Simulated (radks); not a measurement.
All-electron atom: V+ in [Ar] 3d4.

All-electron calculation, non-relativistic Kohn-Sham, revPBE, spin-polarised, spherical densities, point nucleus; open shells are filled with parallel spins first. Program: a radial shooting solver on a logarithmic mesh with Libxc functionals.

Energy parts (eV):
total: -25675.955
kinetic: 25653.812
electron-nucleus: -60810.171
Hartree: 10708.887
exchange-correlation: -1228.483

Orbitals (lengths in bohr, moments of r in powers of bohr; r(90%) holds 90 % of the orbital's charge):
1s up: occ. 1; eigenvalue (eV) -5328.310; <r> 0.06704; <1/r> 22.53; r(90%) 0.119; <r^4> 0.00009299
1s down: occ. 1; eigenvalue (eV) -5328.338; <r> 0.06704; <1/r> 22.53; r(90%) 0.119; <r^4> 0.00009299
2s up: occ. 1; eigenvalue (eV) -597.0368; <r> 0.3111; <1/r> 4.735; r(90%) 0.483; <r^4> 0.02293
2s down: occ. 1; eigenvalue (eV) -595.9047; <r> 0.3106; <1/r> 4.742; r(90%) 0.482; <r^4> 0.02276
2p up: occ. 3; eigenvalue (eV) -503.6547; <r> 0.2752; <1/r> 4.675; r(90%) 0.452; <r^4> 0.01785
2p down: occ. 3; eigenvalue (eV) -502.8082; <r> 0.2747; <1/r> 4.681; r(90%) 0.451; <r^4> 0.01768
3s up: occ. 1; eigenvalue (eV) -72.8807; <r> 0.9641; <1/r> 1.457; r(90%) 1.45; <r^4> 1.884
3s down: occ. 1; eigenvalue (eV) -69.4861; <r> 0.9641; <1/r> 1.456; r(90%) 1.45; <r^4> 1.890
3p up: occ. 3; eigenvalue (eV) -47.7789; <r> 1.033; <1/r> 1.328; r(90%) 1.60; <r^4> 2.829
3p down: occ. 3; eigenvalue (eV) -44.3807; <r> 1.035; <1/r> 1.326; r(90%) 1.60; <r^4> 2.878
3d up: occ. 4; eigenvalue (eV) -9.8343; <r> 1.508; <1/r> 0.9214; r(90%) 2.68; <r^4> 26.21
3d down: occ. 0; eigenvalue (eV) -6.7165; <r> 1.626; <1/r> 0.8804; r(90%) 2.97; <r^4> 40.35
4s up: occ. 0; eigenvalue (eV) -9.6919; <r> 3.195; <1/r> 0.4074; r(90%) 4.79; <r^4> 219.9
4p up: occ. 0; eigenvalue (eV) -6.0269; <r> 4.078; <1/r> 0.3145; r(90%) 6.15; <r^4> 594.4

The highest occupied level is 3d up at -9.834 eV. For comparison, the ionisation energy in NIST's Atomic Spectra Database is 14.63 eV (measured). In exact Kohn-Sham theory the highest level is minus the ionisation energy, but local and semilocal functionals leave it too shallow, through self-interaction and a potential that decays too fast; potentials with the right tail come closer. The spin density at the nucleus is -0.8127 e/bohr^3 (1s 0.0043, 2s -0.9922, 3s 0.1752), a Fermi contact field of -42.6 T.
